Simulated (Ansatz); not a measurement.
Consider the formal loss of a carbene: `C#CBCO` → `C#CBO` + `[CH2]` (triplet).

Calculated with Ansatz (gas phase, PBE0-D4/def2-TZVP geometries, no zero-point term in ΔE). CBS: MP2 limit from def2 TZ/QZ plus the TZ coupled-cluster correction, frozen cores. This one scheme is used for every species. Triplets are unrestricted, without spin–orbit coupling. Each species was taken in one conformer, which may not be the lowest.

| species | CCSD(T)/CBS(def2) energy (Eh) |
| --- | --- |
| `C#CBCO` | -217.05678 |
| `C#CBO` | -177.86821 |
| `[CH2]` (triplet) | -39.09499 |

(1) Work out ΔE.

Largest T1 diagnostic among the species: 0.015.

Answers

(1) ΔE = (-177.86821) + (-39.09499) − (-217.05678) = 0.09358 Eh = +245.7 kJ/mol.

At CCSD(T), def2-SVP lies −35.6 kJ/mol from the extrapolated value and def2-TZVPP −12.8 kJ/mol. From BLYP to BHLYP (50 % exact exchange), in def2-TZVPP and without D4, ΔE moves by −10.8 kJ/mol. The D4 term adds +9.6 kJ/mol with B3LYP and +5.2 kJ/mol with PBE0; it sums over pairs of atoms, weighted by their polarisabilities, and B3LYP, whose exchange is more repulsive, gets the larger term.

B3LYP here is the variant with VWN-RPA as its local correlation; programs differ in this.
